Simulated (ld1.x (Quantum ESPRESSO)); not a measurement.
# Reading a pseudo-wave (Li (Z = 3))

Columns: radius, all-electron u(r) and pseudo u(r) of the 1s shell (level -59.84 eV) of lithium in the configuration 1s2 2s0 2p0; PBEsol, non-relativistic, TM scheme, ld1.x (Quantum ESPRESSO) 7.5.

| r (bohr) | all-electron | pseudo |
| --- | --- | --- |
| 0.173 | 0.9603 | 0.9585 |
| 0.345 | 1.1764 | 1.1867 |
| 0.518 | 1.1047 | 1.1047 |
| 0.690 | 0.9376 | 0.9376 |
| 0.862 | 0.7552 | 0.7552 |
| 1.035 | 0.5887 | 0.5887 |
| 1.208 | 0.4496 | 0.4496 |
| 1.380 | 0.3392 | 0.3392 |
| 1.553 | 0.2529 | 0.2529 |
| 1.725 | 0.1873 | 0.1873 |
| 1.898 | 0.1375 | 0.1375 |
| 2.070 | 0.1006 | 0.1006 |
| 2.242 | 0.0732 | 0.0732 |
| 2.415 | 0.0530 | 0.0530 |
| 2.588 | 0.0382 | 0.0382 |
| 2.760 | 0.0275 | 0.0275 |
| 2.932 | 0.0198 | 0.0198 |
| 3.105 | 0.0141 | 0.0141 |
| 3.278 | 0.0101 | 0.0101 |
| 3.450 | 0.0072 | 0.0072 |
| 3.623 | 0.0051 | 0.0051 |
| 3.795 | 0.0037 | 0.0037 |
| 3.968 | 0.0026 | 0.0026 |
| 4.140 | 0.0019 | 0.0019 |
| 4.312 | 0.0013 | 0.0013 |
| 4.485 | 0.0009 | 0.0009 |

Question: How many radial nodes do the two functions have?

Answer: The all-electron 1s function has n − l − 1 = 0; the pseudo-wave has 0.

Question: At about which radius was the pseudo-wave matched?

Answer: 0.50 bohr, where the columns begin to agree (steps of 0.17 bohr).

Question: Is the pseudo-wave norm-conserving?

Answer: Yes: the TM scheme keeps the norm inside the radius equal to the all-electron one, which fixes the energy derivative of the logarithmic derivative at the level.
